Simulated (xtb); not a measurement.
C4H5 (SMILES [CH]=CC=C), doublet, geometry from GFN2-xTB; xtb with GFN0-xTB with GBSA(toluene).

Input for xtb:
```
$ xtb mol.xyz --gfn 0 --uhf 1 --gbsa toluene --json

# file mol.xyz
9

C      0.60085967     1.81351297     0.01556469
C      0.61610420     0.51445077     0.00328056
C     -0.56525911    -0.35580246    -0.00191456
C     -0.48769899    -1.67890196    -0.01458395
H     -0.11254112     2.60487760     0.02484085
H      1.56076214    -0.02055891    -0.00416798
H     -1.52208225     0.14758648     0.00526689
H      0.45913300    -2.19376719    -0.02184815
H     -1.36930637    -2.29769393    -0.01817201
```

What the program printed (banner, timings and long lists left out):

```
   ID    Z sym.   atoms
    1    6 C      1-4
    2    1 H      5-9

           -------------------------------------------------
          |                Calculation Setup                |
           -------------------------------------------------

           -------------------------------------------------
          |                 G F N 0 - x T B                 |
           -------------------------------------------------

      * Solvation model:               GBSA
        Solvent                        toluene
        Parameter file                 internal GFN2-xTB/GBSA
        Dielectric constant                7.0000E+00
        Reference state                gsolv [1 M gas/solution]
        Free energy shift                  4.5239E-03 Eh       2.8388E+00 kcal/mol
        Temperature                        2.9815E+02 K
        Density                            8.6700E-01 kg/L
        Solvent mass                       9.2140E+01 g/mol
        Interaction kernel             Still
        Born radius scaling (c1)           1.5686E+00
        Born radii integrator          GBOBC
        Born offset                        0.0000E+00 a0       0.0000E+00 AA
        H-bond correction              false
        Ion screening                  false
        Surface tension                    1.0000E-05 Eh       1.5569E+01 dyn/cm
        Grid points                               230 per atom

          ...................................................
          :                      SETUP                      :
          :.................................................:
          :  # basis functions                  26          :
          :  # atomic orbitals                  26          :
          :  # shells                           18          :
          :  # electrons                        21          :
          :  electronic temp.          300.0000000     K    :
          :  accuracy                    1.0000000          :
          :  -> integral cutoff          0.2500000E+02      :
          :  -> integral neglect         0.1000000E-07      :
          ...................................................

         :::::::::::::::::::::::::::::::::::::::::::::::::::::
         ::                     SUMMARY                     ::
         :::::::::::::::::::::::::::::::::::::::::::::::::::::
         :: total energy             -11.102688516537 Eh    ::
         :: total w/o Gsasa/hb       -11.097513828663 Eh    ::
         :: gradient norm              0.015244675379 Eh/a0 ::
         :: HOMO-LUMO gap              2.291178934094 eV    ::
         ::.................................................::
         :: H0 energy                -11.303611925106 Eh    ::
         :: repulsion energy           0.230047091274 Eh    ::
         :: electrostat energy        -0.027307587116 Eh    ::
         :: -> Gsolv                   0.000000000000 Eh    ::
         ::    -> Gsasa               -0.009698567746 Eh    ::
         ::    -> Gshift               0.004523879872 Eh    ::
         :: dispersion energy         -0.001816095589 Eh    ::
         :: short-range corr.          0.000000000000 Eh    ::
         :: add. restraining           0.000000000000 Eh    ::
         :: total charge               0.000000000000 e     ::
         :::::::::::::::::::::::::::::::::::::::::::::::::::::

           -------------------------------------------------
          |                Property Printout                |
           -------------------------------------------------

    * Orbital Energies and Occupations

         #    Occupation            Energy/Eh            Energy/eV
      -------------------------------------------------------------
         1        2.0000           -0.6448865             -17.5483
         2        2.0000           -0.6352887             -17.2871
         3        2.0000           -0.6026345             -16.3985
         4        2.0000           -0.5949072             -16.1882
         5        2.0000           -0.5514926             -15.0069
         6        2.0000           -0.5293619             -14.4047
         7        2.0000           -0.5077182             -13.8157
         8        2.0000           -0.4963979             -13.5077
         9        2.0000           -0.4785351             -13.0216
        10        2.0000           -0.4247418             -11.5578
        11        1.0000           -0.3716833             -10.1140 (HOMO)
        12                         -0.2874840              -7.8228 (LUMO)
        13                         -0.1895464              -5.1578
        14                         -0.1436064              -3.9077
        15                         -0.1274833              -3.4690
        16                         -0.1141801              -3.1070
        17                         -0.0900435              -2.4502
        18                         -0.0786523              -2.1402
        19                          0.1077514               2.9321
        20                          0.1640958               4.4653
        21                          0.1874254               5.1001
        22                          0.2493612               6.7855
       ...                                ...                  ...
        26                          0.6872094              18.6999
      -------------------------------------------------------------
                  HL-Gap            0.0841993 Eh            2.2912 eV
             Fermi-level            0.0000000 Eh            0.0000 eV

     #   Z          covCN         q      C6AA      α(0)
     1   6 C        1.915    -0.352    42.990    10.577
     2   6 C        2.892     0.023    28.991     8.800
     3   6 C        2.892    -0.061    31.121     9.117
     4   6 C        2.840    -0.360    40.424    10.386
     5   1 H        0.927     0.193     1.136     1.667
     6   1 H        0.925     0.103     1.759     2.074
     7   1 H        0.926     0.117     1.637     2.001
     8   1 H        0.926     0.169     1.270     1.763
     9   1 H        0.926     0.169     1.270     1.763

 Mol. C6AA /au·bohr⁶  :        887.953740
 Mol. C8AA /au·bohr⁸  :      22199.518886
 Mol. α(0) /au        :         48.147485

Wiberg/Mayer (AO) data.
largest (>0.10) Wiberg bond orders for each atom

 ---------------------------------------------------------------------------
     #   Z sym  total        # sym  WBO       # sym  WBO       # sym  WBO
 ---------------------------------------------------------------------------
     1   6 C    3.236 --     2 C    1.997     5 H    0.981     4 C    0.135
     2   6 C    3.980 --     1 C    1.997     3 C    1.020     6 H    0.944
     3   6 C    3.973 --     4 C    1.907     2 C    1.020     7 H    0.969
     4   6 C    3.992 --     3 C    1.907     8 H    0.977     9 H    0.975
                             1 C    0.135
     5   1 H    0.997 --     1 C    0.981
     6   1 H    0.989 --     2 C    0.944
     7   1 H    0.984 --     3 C    0.969
     8   1 H    0.984 --     4 C    0.977
     9   1 H    0.988 --     4 C    0.975
 ---------------------------------------------------------------------------

Topologies differ in total number of bonds
Writing topology from bond orders to xtbtopo.mol

 dipole moment from electron density (au)
     X       Y       Z
  -0.2508  -0.2744  -0.0019  total (Debye):    0.945

           -------------------------------------------------
          | TOTAL ENERGY              -11.102688516537 Eh   |
          | GRADIENT NORM               0.015244675379 Eh/α |
          | HOMO-LUMO GAP               2.291178934094 eV   |
           -------------------------------------------------

normal termination of xtb
```
